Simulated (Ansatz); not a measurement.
Nudged elastic band run: C2H7BrSi2

Input file:

```yaml
crystal:
  periodic: [false, false, false]
  atoms:
    - { symbol: Si, position_ang: [-1.576544, 0.715434, -0.613393] }
    - { symbol: C, position_ang: [-0.837447, -0.934425, -0.094737] }
    - { symbol: C, position_ang: [0.398672, -1.158239, 0.387326] }
    - { symbol: Si, position_ang: [1.736105, 0.121588, 0.671326] }
    - { symbol: Br, position_ang: [2.283478, 1.089869, -1.270325] }
    - { symbol: H, position_ang: [-0.76587, 1.848939, -0.079834] }
    - { symbol: H, position_ang: [-2.9682, 0.802778, -0.073569] }
    - { symbol: H, position_ang: [-1.64506, 0.803526, -2.103566] }
    - { symbol: H, position_ang: [-1.496611, -1.807562, -0.21494] }
    - { symbol: H, position_ang: [0.679149, -2.194293, 0.628957] }
    - { symbol: H, position_ang: [1.312587, 1.207128, 1.599674] }
    - { symbol: H, position_ang: [2.956741, -0.549844, 1.197081] }
basis:
  gaussian: { orbitals: def2-SVP }
hamiltonian:
  xc: pbe0
  dispersion: d4
neb:
  order_check: false
  images: 7
  f_tol: 0.05
  max_iterations: 49
  final_atoms:
    - { symbol: Si, position_ang: [-1.3987352, 0.58120439, -1.03641196] }
    - { symbol: C, position_ang: [-0.86501401, -0.91360231, -0.02744084] }
    - { symbol: C, position_ang: [0.30466693, -1.08766679, 0.61441542] }
    - { symbol: Si, position_ang: [1.72902264, 0.12560759, 0.68733586] }
    - { symbol: Br, position_ang: [1.05256532, 2.02849447, 1.65104065] }
    - { symbol: H, position_ang: [-0.22006156, 1.41985962, -1.40154309] }
    - { symbol: H, position_ang: [-2.3800657, 1.40130042, -0.26419639] }
    - { symbol: H, position_ang: [-2.06801015, 0.09749315, -2.28248259] }
    - { symbol: H, position_ang: [-1.60572362, -1.72410772, 0.04637384] }
    - { symbol: H, position_ang: [0.4514935, -2.0218657, 1.17662232] }
    - { symbol: H, position_ang: [2.81806338, -0.44167598, 1.52973479] }
    - { symbol: H, position_ang: [2.25879849, 0.47985785, -0.65944801] }
  initial_path:
    images:
      - { positions_ang: [[-1.576544, 0.715434, -0.613393], [-0.837447, -0.934425, -0.094737], [0.398672, -1.158239, 0.387326], [1.736105, 0.121588, 0.671326], [2.283478, 1.089869, -1.270325], [-0.76587, 1.848939, -0.079834], [-2.9682, 0.802778, -0.073569], [-1.64506, 0.803526, -2.103566], [-1.496611, -1.807562, -0.21494], [0.679149, -2.194293, 0.628957], [1.312587, 1.207128, 1.599674], [2.956741, -0.549844, 1.197081]] }
      - { positions_ang: [[-1.55439842, 0.68447643, -0.68672025], [-0.82581089, -0.92359395, -0.12684276], [0.38346419, -1.13586364, 0.39636263], [1.74228268, 0.12322731, 0.730239], [2.12328141, 1.27905265, -1.05937562], [-0.70697139, 1.72622745, -0.50368786], [-2.70827687, 0.98542724, -0.01126138], [-1.90115117, 0.67426226, -2.01854823], [-1.47661738, -1.7876103, -0.25072161], [0.66370532, -2.1627697, 0.67015658], [1.35829047, 1.03704552, 1.78955155], [2.97920205, -0.55498225, 1.10484795]] }
      - { positions_ang: [[-1.53225285, 0.65351886, -0.7600475], [-0.81417477, -0.91276291, -0.15894851], [0.36825637, -1.11348828, 0.40539925], [1.74846037, 0.12486661, 0.789152], [1.96308482, 1.46823629, -0.84842625], [-0.64807278, 1.6035159, -0.92754172], [-2.44835374, 1.16807648, 0.05104624], [-2.15724233, 0.54499851, -1.93353046], [-1.45662376, -1.76765859, -0.28650321], [0.64826164, -2.13124641, 0.71135615], [1.40399394, 0.86696304, 1.97942909], [3.0016631, -0.56012051, 1.0126149]] }
      - { positions_ang: [[-1.51010727, 0.62256129, -0.83337475], [-0.80253866, -0.90193186, -0.19105427], [0.35304856, -1.09111292, 0.41443588], [1.75463805, 0.12650592, 0.848065], [1.80288823, 1.65741994, -0.63747687], [-0.58917418, 1.48080435, -1.35139558], [-2.18843061, 1.35072572, 0.11335387], [-2.4133335, 0.41573477, -1.84851269], [-1.43663014, -1.74770689, -0.32228482], [0.63281795, -2.09972311, 0.75255573], [1.44969741, 0.69688056, 2.16930664], [3.02412415, -0.56525876, 0.92038185]] }
      - { positions_ang: [[-1.4879617, 0.59160372, -0.906702], [-0.79090255, -0.89110081, -0.22316002], [0.33784074, -1.06873756, 0.42347251], [1.76081574, 0.12814523, 0.906978], [1.64269164, 1.84660359, -0.42652749], [-0.53027557, 1.3580928, -1.77524943], [-1.92850748, 1.53337495, 0.17566149], [-2.66942466, 0.28647102, -1.76349492], [-1.41663652, -1.72775519, -0.35806642], [0.61737427, -2.06819981, 0.79375531], [1.49540088, 0.52679808, 2.35918419], [3.0465852, -0.57039702, 0.82814879]] }
      - { positions_ang: [[-1.46565507, 0.58900389, -0.93912949], [-0.80943041, -0.89672619, -0.17423023], [0.32954729, -1.07346987, 0.47120824], [1.75286746, 0.12751082, 0.85206747], [1.49516006, 1.89207631, 0.09286454], [-0.45272207, 1.37353451, -1.68182285], [-2.04139704, 1.50035632, 0.06569702], [-2.51907103, 0.23922656, -1.89324184], [-1.4639083, -1.72684332, -0.25695636], [0.57590408, -2.05661628, 0.88947206], [1.8260665, 0.28467956, 2.15182184], [2.84963852, -0.3078333, 0.45624959]] }
      - { positions_ang: [[-1.44334845, 0.58640405, -0.97155698], [-0.82795828, -0.90235156, -0.12530043], [0.32125384, -1.07820218, 0.51894396], [1.74491919, 0.12687641, 0.79715693], [1.34762848, 1.93754903, 0.61225658], [-0.37516857, 1.38897621, -1.58839626], [-2.15428659, 1.46733768, -0.04426745], [-2.3687174, 0.19198209, -2.02298876], [-1.51118007, -1.72593145, -0.15584629], [0.53443388, -2.04503275, 0.98518882], [2.15673213, 0.04256105, 1.94445949], [2.65269184, -0.04526958, 0.08435039]] }
      - { positions_ang: [[-1.42104183, 0.58380422, -1.00398447], [-0.84648614, -0.90797693, -0.07637064], [0.31296038, -1.08293448, 0.56667969], [1.73697091, 0.126242, 0.74224639], [1.2000969, 1.98302175, 1.13164862], [-0.29761507, 1.40441791, -1.49496968], [-2.26717615, 1.43431905, -0.15423192], [-2.21836377, 0.14473762, -2.15273568], [-1.55845185, -1.72501958, -0.05473623], [0.49296369, -2.03344923, 1.08090557], [2.48739775, -0.19955747, 1.73709714], [2.45574517, 0.21729414, -0.28754881]] }
      - { positions_ang: [[-1.3987352, 0.58120439, -1.03641196], [-0.86501401, -0.91360231, -0.02744084], [0.30466693, -1.08766679, 0.61441542], [1.72902264, 0.12560759, 0.68733586], [1.05256532, 2.02849447, 1.65104065], [-0.22006156, 1.41985962, -1.40154309], [-2.3800657, 1.40130042, -0.26419639], [-2.06801015, 0.09749315, -2.28248259], [-1.60572362, -1.72410772, 0.04637384], [0.4514935, -2.0218657, 1.17662232], [2.81806338, -0.44167598, 1.52973479], [2.25879849, 0.47985785, -0.65944801]] }
```

Command:

```bash
$ ansatz run input.yaml --threads 2 --pin off --max-ram 3072MiB --backend cpu --events-out ev --progress --plain --runs-dir out
```

Output, in part (warnings, iteration lines, the closing report on the highest movable image, with atoms numbered from 0):

```
NEB end point (image 0): max|allowed force component| = 6.509e-3 eV/Å (the criterion of neb.relax_end_points is 1.000e-2)
NEB end point (image 8): max|allowed force component| = 3.250e-3 eV/Å (the criterion of neb.relax_end_points is 1.000e-2)
NEB iter   1: max|band force component| = 1.280e1 eV/Å  barrier→ = 4.7484 eV  barrier← = 4.7484 eV  Δτ_max = 0.1993 Å  (220 SCF iters)
NEB iter   2: max|band force component| = 5.957e0 eV/Å  barrier→ = 1.8749 eV  barrier← = 1.8749 eV  Δτ_max = 0.1983 Å  (199 SCF iters)
NEB iter   3: max|band force component| = 2.410e0 eV/Å  barrier→ = 0.4665 eV  barrier← = 0.4665 eV  Δτ_max = 0.1878 Å  (197 SCF iters)
NEB iter   4: max|band force component| = 6.737e-1 eV/Å  barrier→ = 0.1759 eV  barrier← = 0.1759 eV  Δτ_max = 0.1348 Å  (192 SCF iters)
NEB iter   5: max|band force component| = 2.587e-1 eV/Å  barrier→ = 0.1200 eV  barrier← = 0.1200 eV  CI = image 3  Δτ_max = 0.0407 Å  (179 SCF iters)
NEB iter   6: max|band force component| = 1.183e-1 eV/Å  barrier→ = 0.1193 eV  barrier← = 0.1193 eV  CI = image 3  Δτ_max = 0.1357 Å  (174 SCF iters)
NEB iter   7: max|band force component| = 1.281e-1 eV/Å  barrier→ = 0.1185 eV  barrier← = 0.1185 eV  CI = image 3  Δτ_max = 0.0683 Å  (174 SCF iters)
NEB iter   8: max|band force component| = 9.189e-2 eV/Å  barrier→ = 0.1162 eV  barrier← = 0.1163 eV  CI = image 3  Δτ_max = 0.0680 Å  (176 SCF iters)
NEB iter   9: max|band force component| = 1.187e-1 eV/Å  barrier→ = 0.1137 eV  barrier← = 0.1137 eV  CI = image 3  Δτ_max = 0.0340 Å  (176 SCF iters)
NEB iter  10: max|band force component| = 9.868e-2 eV/Å  barrier→ = 0.1115 eV  barrier← = 0.1115 eV  CI = image 3  Δτ_max = 0.0340 Å  (177 SCF iters)
NEB iter  11: max|band force component| = 9.103e-2 eV/Å  barrier→ = 0.1094 eV  barrier← = 0.1094 eV  CI = image 3  Δτ_max = 0.0340 Å  (179 SCF iters)
NEB iter  12: max|band force component| = 8.600e-2 eV/Å  barrier→ = 0.1071 eV  barrier← = 0.1071 eV  CI = image 3  Δτ_max = 0.0340 Å  (176 SCF iters)
NEB iter  13: max|band force component| = 7.990e-2 eV/Å  barrier→ = 0.1049 eV  barrier← = 0.1049 eV  CI = image 3  Δτ_max = 0.0340 Å  (177 SCF iters)
NEB iter  14: max|band force component| = 7.396e-2 eV/Å  barrier→ = 0.1024 eV  barrier← = 0.1024 eV  CI = image 3  Δτ_max = 0.0340 Å  (180 SCF iters)
NEB iter  15: max|band force component| = 6.894e-2 eV/Å  barrier→ = 0.0999 eV  barrier← = 0.0999 eV  CI = image 3  Δτ_max = 0.0680 Å  (179 SCF iters)
NEB iter  16: max|band force component| = 6.034e-2 eV/Å  barrier→ = 0.0946 eV  barrier← = 0.0947 eV  CI = image 3  Δτ_max = 0.1360 Å  (175 SCF iters)
NEB iter  17: max|band force component| = 6.802e-2 eV/Å  barrier→ = 0.0841 eV  barrier← = 0.0841 eV  CI = image 3  Δτ_max = 0.0680 Å  (184 SCF iters)
NEB iter  18: max|band force component| = 6.752e-2 eV/Å  barrier→ = 0.0782 eV  barrier← = 0.0782 eV  CI = image 3  Δτ_max = 0.0340 Å  (172 SCF iters)
NEB iter  19: max|band force component| = 6.774e-2 eV/Å  barrier→ = 0.0753 eV  barrier← = 0.0753 eV  CI = image 3  Δτ_max = 0.0170 Å  (175 SCF iters)
NEB iter  20: max|band force component| = 5.782e-2 eV/Å  barrier→ = 0.0738 eV  barrier← = 0.0739 eV  CI = image 3  Δτ_max = 0.0170 Å  (159 SCF iters)
NEB iter  21: max|band force component| = 5.381e-2 eV/Å  barrier→ = 0.0724 eV  barrier← = 0.0724 eV  CI = image 3  Δτ_max = 0.0170 Å  (154 SCF iters)
NEB iter  22: max|band force component| = 4.778e-2 eV/Å  barrier→ = 0.0710 eV  barrier← = 0.0710 eV  CI = image 3  Δτ_max = 0.0339 Å  (157 SCF iters)
NEB iter  23: max|band force component| = 5.437e-2 eV/Å  barrier→ = 0.0681 eV  barrier← = 0.0682 eV  CI = image 3  Δτ_max = 0.0679 Å  (27 SCF iters)
NEB iter  24: max|band force component| = 5.061e-2 eV/Å  barrier→ = 0.0629 eV  barrier← = 0.0629 eV  CI = image 3  Δτ_max = 0.0682 Å  (173 SCF iters)
NEB iter  25: max|band force component| = 9.173e-2 eV/Å  barrier→ = 0.0581 eV  barrier← = 0.0581 eV  CI = image 3  Δτ_max = 0.0340 Å  (178 SCF iters)
NEB iter  26: max|band force component| = 6.455e-2 eV/Å  barrier→ = 0.0561 eV  barrier← = 0.0561 eV  CI = image 3  Δτ_max = 0.0340 Å  (175 SCF iters)
NEB iter  27: max|band force component| = 5.500e-2 eV/Å  barrier→ = 0.0542 eV  barrier← = 0.0542 eV  CI = image 3  Δτ_max = 0.0340 Å  (177 SCF iters)
NEB iter  28: max|band force component| = 6.947e-1 eV/Å  barrier→ = 0.0531 eV  barrier← = 0.0531 eV  CI = image 6  Δτ_max = 0.0280 Å  (173 SCF iters)
NEB iter  29: max|band force component| = 8.064e-2 eV/Å  barrier→ = 0.0555 eV  barrier← = 0.0555 eV  CI = image 3  Δτ_max = 0.0502 Å  (167 SCF iters)
NEB iter  30: max|band force component| = 6.281e-1 eV/Å  barrier→ = 0.0531 eV  barrier← = 0.0532 eV  CI = image 6  Δτ_max = 0.0679 Å  (169 SCF iters)
NEB iter  31: max|band force component| = 1.277e-1 eV/Å  barrier→ = 0.0600 eV  barrier← = 0.0600 eV  CI = image 3  Δτ_max = 0.0709 Å  (168 SCF iters)
NEB iter  32: max|band force component| = 4.531e-1 eV/Å  barrier→ = 0.0531 eV  barrier← = 0.0531 eV  CI = image 6  Δτ_max = 0.1369 Å  (165 SCF iters)
NEB iter  33: max|band force component| = 1.128e-1 eV/Å  barrier→ = 0.0531 eV  barrier← = 0.0531 eV  CI = image 6  Δτ_max = 0.0335 Å  (170 SCF iters)
NEB iter  34: max|band force component| = 3.969e-2 eV/Å  barrier→ = 0.0531 eV  barrier← = 0.0531 eV  CI = image 6  Δτ_max = 0.0000 Å  (344 SCF iters)
Total energy: -87957.80298291 eV, -3232.3896396818 hartree
Atom 0 at    -1.540086     0.653364    -0.981306 Å, force    -0.000322     0.001221    -0.000247 eV/Å
Atom 1 at    -0.745741    -0.895200    -0.241457 Å, force     0.001330    -0.000469     0.002484 eV/Å
Atom 2 at     0.405572    -1.079509     0.427309 Å, force    -0.004028    -0.002345    -0.002509 eV/Å
Atom 3 at     1.757913     0.093133     0.947069 Å, force     0.002509     0.000963    -0.000010 eV/Å
Atom 4 at     1.324307     2.215047     0.415110 Å, force    -0.000535     0.000182     0.000980 eV/Å
Atom 5 at    -0.678972     1.291884    -2.018824 Å, force     0.000587     0.000068    -0.000035 eV/Å
Atom 6 at    -1.908571     1.653192     0.063231 Å, force    -0.000267    -0.000303    -0.000580 eV/Å
Atom 7 at    -2.797208     0.183371    -1.641316 Å, force     0.000179    -0.000108    -0.000479 eV/Å
Atom 8 at    -1.352094    -1.799680    -0.400778 Å, force    -0.000437    -0.000080    -0.000654 eV/Å
Atom 9 at     0.632356    -2.110277     0.749684 Å, force     0.000896     0.000997     0.002110 eV/Å
Atom 10 at     1.937698     0.025281     2.425970 Å, force     0.000484    -0.000654    -0.000528 eV/Å
Atom 11 at     3.041825    -0.285708     0.289308 Å, force    -0.000396     0.000528    -0.000532 eV/Å
Dipole moment:     0.028866    -0.377857     0.076668 e Å
```

The run converged. The band force fell under the threshold earlier too, but the program's further tests of the path sent the band on. The profile has 2 maxima (images 3, 6) with wells between them (image 4): this band takes more than one step, which may be the mechanism or a detour left from its start path. A vibrational analysis at the climbing image gives no mode beyond 40i cm⁻¹: the surface is too flat there to confirm a saddle point.

Final band (atoms are numbered from 1 in the order of the input):

| image | path coordinate (Å) | energy (kJ/mol) | dihedral H10–C3–Si4–Br5 (°) |
| --- | --- | --- | --- |
| 0 | 0.00 | 0.0 | 117 |
| 1 | 1.32 | 0.9 | 101 |
| 2 | 2.64 | 2.4 | 91 |
| 3 | 3.96 | 4.4 | 104 |
| 4 | 5.28 | 0.7 | 129 |
| 5 | 6.60 | 4.0 | 155 |
| 6 | 7.92 | 5.1 | -177 |
| 7 | 9.36 | 3.1 | -147 |
| 8 | 10.79 | 0.0 | -118 |

Time of the run: 14 min on 2 threads of Arm Neoverse V2 (shared host), peak memory 0.36 GiB.
